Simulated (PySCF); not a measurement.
Level of theory: TPSSh-D3(BJ)/def2-TZVP // CAM-B3LYP-D3(BJ)/def2-TZVP run with PySCF 2.14.0. All species are isolated molecules in the gas phase. Delta-SCF ions had no search for a lower state. Excitations are Tamm–Dancoff values on a coarser integration grid. The basis has no diffuse functions, so Rydberg states are missing or too high.

Reference species (SMILES): `C1B=BC1` (neutral, multiplicity 1).

- HOMO = -4.78 eV
- brightest of the four lowest singlets (TDA) = 4.71 eV
- LUMO = -2.99 eV
- vertical ionisation energy (Delta-SCF) = 7.28 eV

After one change: the HOMO falls by 3.21 eV; the brightest of the four lowest singlets (TDA) increases by 1.71 eV; the LUMO goes up by 0.19 eV; the vertical ionisation energy (Delta-SCF) goes up by 3.34 eV.

Question: Name the change that produced these shifts. The new species is one of these.
A. `BC#CB`
B. `CC1=BB1`
C. `BBC#C`
D. `C=BB=C`

Answer: A, `BC#CB`
